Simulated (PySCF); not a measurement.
# Computed vibrations of [Au(H2O)2]+

[Au(H2O)2]+ (singlet). PySCF 2.14.0, RKS B3LYP, Au def2-SVP with ECP60, O def2-SVP, H def2-SVP; non-relativistic Hamiltonian with scalar-relativistic core potentials where named; density fitting; no spin-orbit coupling. Central differences of gradients.

```xyz
7

Au   -0.0001   -0.0024    0.0000
O    -0.0709    0.0027    2.0831
H     0.6900    0.3450    2.5824
H    -0.4150   -0.7778    2.5499
O     0.0715    0.0704   -2.0818
H     0.4229   -0.6894   -2.5763
H    -0.6874    0.4293   -2.5724
```

Run from Python with OMP_NUM_THREADS=2. Where DIIS fails, smearing, a level shift and second-order steps follow.
It took 5.7 min on 2 threads of Intel(R) Xeon(R) Processor @ 2.50GHz (Skylake/Cascade Lake), with other jobs on the host.

**Question.** What are the harmonic wavenumbers and infrared intensities?

**Answer.** Negative numbers are unstable modes, those under 60 cm⁻¹ near the noise; a finer grid moves soft modes by up to 10 cm⁻¹.
```json
{"cm⁻¹": "136", "km/mol": "23.0", "symmetry": ""}
{"cm⁻¹": "148", "km/mol": "28.3", "symmetry": ""}
{"cm⁻¹": "150", "km/mol": "34.1", "symmetry": ""}
{"cm⁻¹": "386", "km/mol": "194.5", "symmetry": ""}
{"cm⁻¹": "393", "km/mol": "214.4", "symmetry": ""}
{"cm⁻¹": "403", "km/mol": "99.7", "symmetry": ""}
{"cm⁻¹": "458", "km/mol": "7.3", "symmetry": ""}
{"cm⁻¹": "719", "km/mol": "28.7", "symmetry": ""}
{"cm⁻¹": "720", "km/mol": "29.2", "symmetry": ""}
{"cm⁻¹": "1606", "km/mol": "107.6", "symmetry": ""}
{"cm⁻¹": "1606", "km/mol": "18.8", "symmetry": ""}
{"cm⁻¹": "3740", "km/mol": "398.3", "symmetry": ""}
{"cm⁻¹": "3744", "km/mol": "20.4", "symmetry": ""}
{"cm⁻¹": "3828", "km/mol": "261.8", "symmetry": ""}
{"cm⁻¹": "3829", "km/mol": "263.3", "symmetry": ""}
```

**Question.** Is this a minimum?

**Answer.** Yes. Ideal gas at 298.15 K and 1 bar: S = 324.7 J/(mol K), Cp = 88.5 J/(mol K), H − H(0 K) = 18.8 kJ/mol (rigid rotor, harmonic modes, spin degeneracy alone).
